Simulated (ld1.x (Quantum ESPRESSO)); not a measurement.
## Plane-wave convergence, TM potential for Cd (Z = 48)

```json
{
 "Element": "cadmium",
 "Generator": "ld1.x (Quantum ESPRESSO) 7.5",
 "Type": "norm-conserving Troullier–Martins (Kleinman–Bylander form)",
 "Functional": "PBEsol",
 "Relativity": "scalar-relativistic",
 "Frozen core": "[Ar] 3d10",
 "Valence charge": "20",
 "Reference configuration": "4s2 4p6 4d9 5s0 5p0 (charge +3)",
 "Partial waves": "4s (bound): rc 1.20 bohr; 4d (bound): rc 1.55 bohr; 4p (bound): rc 1.28 bohr",
 "Local potential": "the p channel",
 "Core correction": "none"
}
```

The pseudo-atom Hamiltonian at the reference potential is diagonalised in spherical Bessel functions j_l(qr) that vanish at 20 bohr, with q² up to the cutoff. All-electron valence levels (Ry): 4s -10.3862, 5s -2.3622, 4d -3.3667, 4p -7.5104, 5p -1.7649.

Task: How do the lowest levels (Ry) of each channel move with the cutoff, and are there ghosts?

Result:

```json
{"cutoff (Ry)": "8", "s #1": "-9.6240", "s #2": "-2.1789", "s #3": "-0.9257", "d #1": "-1.7245", "d #2": "-0.7426", "p #1": "-5.0490", "p #2": "-1.3585", "f #1": "-0.6517", "Σ f·Δε (mRy)": "31072.4"}
{"cutoff (Ry)": "12", "s #1": "-9.8522", "s #2": "-2.3209", "s #3": "-0.9761", "d #1": "-2.0614", "d #2": "-0.8179", "p #1": "-6.1943", "p #2": "-1.5283", "f #1": "-0.6587", "Σ f·Δε (mRy)": "20712.9"}
{"cutoff (Ry)": "21", "s #1": "-9.9193", "s #2": "-2.3519", "s #3": "-0.9898", "d #1": "-2.6747", "d #2": "-0.9228", "p #1": "-7.2754", "p #2": "-1.7171", "f #1": "-0.6655", "Σ f·Δε (mRy)": "8572.1"}
{"cutoff (Ry)": "30", "s #1": "-10.1101", "s #2": "-2.3666", "s #3": "-0.9929", "d #1": "-3.0165", "d #2": "-0.9712", "p #1": "-7.4800", "p #2": "-1.7748", "f #1": "-0.6683", "Σ f·Δε (mRy)": "3886.0"}
{"cutoff (Ry)": "45", "s #1": "-10.3324", "s #2": "-2.4032", "s #3": "-1.0030", "d #1": "-3.2969", "d #2": "-1.0104", "p #1": "-7.4926", "p #2": "-1.7846", "f #1": "-0.6695", "Σ f·Δε (mRy)": "842.1"}
{"cutoff (Ry)": "55", "s #1": "-10.3605", "s #2": "-2.4117", "s #3": "-1.0056", "d #1": "-3.3508", "d #2": "-1.0189", "p #1": "-7.4985", "p #2": "-1.7847", "f #1": "-0.6696", "Σ f·Δε (mRy)": "265.6"}
{"cutoff (Ry)": "70", "s #1": "-10.3624", "s #2": "-2.4127", "s #3": "-1.0059", "d #1": "-3.3654", "d #2": "-1.0216", "p #1": "-7.5074", "p #2": "-1.7855", "f #1": "-0.6696", "Σ f·Δε (mRy)": "76.8"}
{"cutoff (Ry)": "100", "s #1": "-10.3793", "s #2": "-2.4155", "s #3": "-1.0067", "d #1": "-3.3665", "d #2": "-1.0219", "p #1": "-7.5099", "p #2": "-1.7862", "f #1": "-0.6697", "Σ f·Δε (mRy)": "18.1"}
{"cutoff (Ry)": "120", "s #1": "-10.3847", "s #2": "-2.4171", "s #3": "-1.0072", "d #1": "-3.3666", "d #2": "-1.0219", "p #1": "-7.5101", "p #2": "-1.7862", "f #1": "-0.6697", "Σ f·Δε (mRy)": "5.3"}
{"cutoff (Ry)": "180", "s #1": "-10.3858", "s #2": "-2.4175", "s #3": "-1.0074", "d #1": "-3.3667", "d #2": "-1.0219", "p #1": "-7.5104", "p #2": "-1.7862", "f #1": "-0.6697", "Σ f·Δε (mRy)": "0.8"}
{"cutoff (Ry)": "230", "s #1": "-10.3862", "s #2": "-2.4176", "s #3": "-1.0074", "d #1": "-3.3667", "d #2": "-1.0219", "p #1": "-7.5104", "p #2": "-1.7862", "f #1": "-0.6697", "Σ f·Δε (mRy)": "0.1"}
{"cutoff (Ry)": "400", "s #1": "-10.3862", "s #2": "-2.4177", "s #3": "-1.0074", "d #1": "-3.3667", "d #2": "-1.0219", "p #1": "-7.5104", "p #2": "-1.7862", "f #1": "-0.6697", "Σ f·Δε (mRy)": "0.0"}
```

Result: no extra level below or beside the all-electron valence levels (s, d, p, f tested); 10 mRy is reached at 120 Ry and 1 mRy at 180 Ry.

Its largest configuration-test error is +693 meV.
